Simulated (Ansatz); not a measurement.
Start from `C=C(F)O[SiH3]` and change one atom or group to get `C=C(F)[NH][AlH2]`.

Ansatz, PBE0-D4/def2-TZVP geometries, multiplicity 1. Each molecule was computed in one conformer, which needn't be the lowest.

```json
{"property": "LUMO energy (ωB97M-V/def2-TZVPP) / eV", "`C=C(F)O[SiH3]`": "1.70"}
{"property": "HOMO energy (PBE0/def2-TZVPP) / eV", "`C=C(F)O[SiH3]`": "-6.98"}
{"property": "HOMO–LUMO gap (B3LYP/def2-TZVPP) / eV", "`C=C(F)O[SiH3]`": "6.57"}
{"property": "HOMO–LUMO gap (ωB97M-V/def2-TZVPP) / eV", "`C=C(F)O[SiH3]`": "10.94"}
{"property": "HOMO energy (B3LYP/def2-TZVPP) / eV", "`C=C(F)O[SiH3]`": "-6.77"}
{"property": "HOMO energy (PBE/def2-TZVPP) / eV", "`C=C(F)O[SiH3]`": "-5.76"}
```

Q: Give the same properties after the change, and the shifts. (An estimate is asked.)

A: The calculation gave: 
```
                               property  `C=C(F)[NH][AlH2]`  shift
  LUMO energy (ωB97M-V/def2-TZVPP) / eV                0.34  -1.36
     HOMO energy (PBE0/def2-TZVPP) / eV               -6.39   0.59
  HOMO–LUMO gap (B3LYP/def2-TZVPP) / eV                4.72  -1.85
HOMO–LUMO gap (ωB97M-V/def2-TZVPP) / eV                8.90  -2.04
    HOMO energy (B3LYP/def2-TZVPP) / eV               -6.19   0.58
      HOMO energy (PBE/def2-TZVPP) / eV               -5.31   0.45
```

With PBE0 the HOMO rises by 0.59 eV and the LUMO falls by 1.28 eV, so the gap narrows by about 1.87 eV. PBE moves the HOMO by 0.45 eV and ωB97M-V by 0.68 eV.

B3LYP here is the variant with VWN-RPA as its local correlation; programs differ in this.
